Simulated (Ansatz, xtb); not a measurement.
## Two isomers of C4H4FNO2

We compare a, `COc1cnc(F)o1`, a singlet, with b, `COc1coc(F)n1`, a singlet. Both are isolated molecules in the gas phase, relaxed with B3LYP/def2-SVP; the shapes shown needn't be the lowest conformers.

a (Å):

```xyz
12

C     2.8158   -1.7119   -0.5500
C     1.3610   -0.1312    0.3322
C     0.4685    0.0845   -0.6781
C    -0.0829    1.3099    0.9424
F    -0.6153    2.1458    1.7934
N    -0.4637    1.0350   -0.2428
O     2.4346   -0.8826    0.5364
O     1.0116    0.6605    1.3906
H     2.0127   -2.4262   -0.8023
H     3.7084   -2.2619   -0.2281
H     3.0559   -1.1080   -1.4425
H     0.4236   -0.3614   -1.6677
```

b (Å):

```csv
atom,x (Å),y (Å),z (Å)
C,3.0956,-1.3346,-0.6763
C,0.9579,-0.4484,-0.2295
C,-0.3969,-0.2769,-0.3024
C,0.4676,1.0931,1.0964
F,0.4489,2.0577,1.9747
N,1.4991,0.4461,0.6799
O,1.6927,-1.3302,-0.9106
O,-0.7028,0.7501,0.5841
H,3.5082,-2.1198,-1.3227
H,3.3259,-1.5590,0.3775
H,3.5485,-0.3634,-0.9328
H,-1.2105,-0.7304,-0.8551
```

Quicker runs give these differences E(b) − E(a): GFN2-xTB −0.126 eV; HF/STO-3G +0.014 eV (at GFN2-xTB geometries); r2SCAN-D4/def2-SVP −0.087 eV (at GFN2-xTB geometries).

Task: Estimate E(b) − E(a) at the level CCSD(T)/def2-SVP + ΔMP2/def2-TZVPP.

Result: CCSD(T)/def2-SVP + ΔMP2/def2-TZVPP gives E(b) − E(a) = −0.040 eV, slightly favouring structure b, which is too small a margin to settle the true order.

Level by level:

```
                             level        geometry  E(b) − E(a) (eV)  departure from the last row (eV)  job, with rough time for the two
                          GFN2-xTB        GFN2-xTB              −0.126                            −0.086              optimisation, 0.21 s
                         HF/STO-3G        GFN2-xTB              +0.014                            +0.054              single point, 0.92 s
                r2SCAN-D4/def2-SVP        GFN2-xTB              −0.087                            −0.047               single point, 6.1 s
                    B3LYP/def2-SVP  B3LYP/def2-SVP              −0.076                            −0.036                optimisation, 42 s
                       HF/def2-SVP  B3LYP/def2-SVP              −0.089                            −0.049           part of the CCSD(T) run
                      MP2/def2-SVP  B3LYP/def2-SVP              −0.039                            +0.001           part of the CCSD(T) run
                  CCSD(T)/def2-SVP  B3LYP/def2-SVP              −0.061                            −0.021                      single point
CCSD(T)/def2-SVP + ΔMP2/def2-TZVPP  B3LYP/def2-SVP              −0.040                                               single point, 2.2 min
```

As drawn, both hold the same kinds of bond in the same numbers.

The largest departure from CCSD(T)/def2-SVP + ΔMP2/def2-TZVPP is that of GFN2-xTB, 0.086 eV. The last row adds to CCSD(T) the change of the MP2 difference between the two basis sets, here +0.021 eV.

With thermal terms from frequencies at re-optimised GFN2-xTB minima (ideal gas, soft modes damped towards free rotors, one conformer each, 298.15 K, 1 atm): on the last row, ΔE + ΔZPE = −0.045, ΔH = −0.044, ΔG = −0.048 eV.

The correlated steps freeze 8 core orbitals. Run with Ansatz 0.2.0, xtb 6.7.1; the last row on 2 threads of Arm Neoverse V2 on a shared host.
